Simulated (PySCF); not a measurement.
# A search over the determinants of SiBi

Unrestricted PBE0; basis Si def2-SVPD, Bi def2-SVPD with ECP60; scalar-relativistic core potentials; PySCF 2.14. Outer shells of the fragments: Si 3s2 3p2; Bi 5d10 6s2 6p3.

Followed along the bond (rough minima from three points):

```csv
2Ms+1,unpaired,⟨S²⟩ at the start,R at minimum (Å),Te (eV)
2,π ↑,0.81,2.47,0.00
2,σ ↑,1.14,2.36,0.29
4,"σ ↑, π ↑↑",3.76,2.59,1.49
4,π ↑↑↑,3.76,none in the scan,≤ 1.05
2,π ↑↑↓,1.76,none in the scan,≤ 1.39
```

Solutions found at the starting distance of 2.575 Å, counted from the lowest of them; the search is not exhaustive and high or unbound solutions are not listed, so other states can lie among these:

```csv
2Ms+1,unpaired,term,E (eV),⟨S²⟩,⟨Lz²⟩,μ (D)
2,π ↑,²Π,0.00,0.81,1.01,0.45
2,σ ↑,mixed,0.51,1.14,0.00,0.35
4,π ↑↑↑,⁴Π,1.07,3.76,1.01,1.18
4,"σ ↑, π ↑↑",mixed,1.41,3.76,2.01,0.59
2,π ↑↑↓,mixed,1.42,1.76,3.02,1.17
2,"σ ↓, π ↑↑",mixed,1.83,1.77,2.01,0.67
```

A term symbol is given only where ⟨S²⟩ and ⟨Lz²⟩ are close to those of a pure state; real π, δ and φ orbitals otherwise mix terms. A positive dipole means Si(−)Bi(+).

**Question.** Compare the gap between the two lowest followed solutions at the starting distance with the gap between their minima.

**Answer.** At PBE0 the second solution (Ms = 0.5 of mixed spin, unpaired electrons σ ↑) lies +0.51 eV from the first (doublet, unpaired electrons π ↑) at 2.575 Å and +0.29 eV at the minima; the two curves relax by different amounts, since their minima lie near 2.36 and 2.47 Å.

These are scalar-relativistic numbers at best; spin–orbit coupling would shift them, the dissociation energy most. Counting both spins, an empty level lies below a filled one in some of these solutions, because spin and occupation are held.
